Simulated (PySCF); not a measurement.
From one molecule to another.

First species: C5H2F4.
SMILES: `F/C=C1C=C\1C(F)(F)F`

Second species: C4H6Cl2Si.
Atom-mapped SMILES: `[SiH3:1][CH2:2][C:3]#[C:4][CH:5]([Cl:6])[Cl:7]` (hydrogens: H8, H9, H10 on Si1; H11, H12 on C2; H13 on C5)

Levels: PBE0/def2-SVPD for dipole moment, HOMO energy, LUMO energy, HOMO–LUMO gap, static isotropic polarisability and electronic spatial extent ⟨r²⟩ about the centre of nuclear charge; TDDFT PBE0/def2-SVPD for lowest singlet excitation; TDA PBE0/def2-SVPD for lowest triplet excitation (Tamm–Dancoff); GFN2-xTB for rotational constant A and rotational constant C. Geometries: GFN2-xTB. All species are isolated and taken at one optimised geometry, non-relativistic unless stated; the electronic structure was computed with PySCF and density fitting.

The conformers computed, where there is a choice (atom-mapped SMILES and torsion angles):
- `[F:1]/[CH:2]=[C:3]1[CH:4]=[C:5]\1[C:6]([F:7])([F:8])[F:9]`: C4–C5–C6–F7 120°

```json
{"property": "dipole moment", "column X": "2.97 D", "column Y": "1.62 D"}
{"property": "HOMO energy", "column X": "-7.72 eV", "column Y": "-6.76 eV"}
{"property": "LUMO energy", "column X": "-0.74 eV", "column Y": "-1.87 eV"}
{"property": "HOMO–LUMO gap", "column X": "6.98 eV", "column Y": "4.89 eV"}
{"property": "lowest singlet excitation", "column X": "5.48 eV", "column Y": "3.73 eV"}
{"property": "lowest triplet excitation (Tamm–Dancoff)", "column X": "4.71 eV", "column Y": "2.74 eV"}
{"property": "static isotropic polarisability", "column X": "107.4 au", "column Y": "61.2 au"}
{"property": "electronic spatial extent ⟨r²⟩ about the centre of nuclear charge", "column X": "2103 bohr²", "column Y": "1383 bohr²"}
{"property": "rotational constant A", "column X": "2.522 GHz", "column Y": "3.839 GHz"}
{"property": "rotational constant C", "column X": "0.500 GHz", "column Y": "0.743 GHz"}
```

Q: Which column belongs to which species?

A: Column X is the second species and column Y the first. The first has 11 atoms and 68 electrons, the second 13 and 78.

Q: How does each property change from the first species to the second?

A: dipole moment +1.35 D; HOMO energy -0.96 eV; LUMO energy +1.13 eV; HOMO–LUMO gap +2.09 eV; lowest singlet excitation +1.75 eV; lowest triplet excitation (Tamm–Dancoff) +1.97 eV; static isotropic polarisability +46.2 au; electronic spatial extent ⟨r²⟩ about the centre of nuclear charge +720 bohr²; rotational constant A -1.317 GHz; rotational constant C -0.243 GHz.

On the first: In wavenumbers S1 is 30100 cm⁻¹ (1 eV = 8065.54 cm⁻¹).

On the second: The dipole matches unit charges of opposite sign 0.62 Å apart (1 e·Å = 4.8032 D).
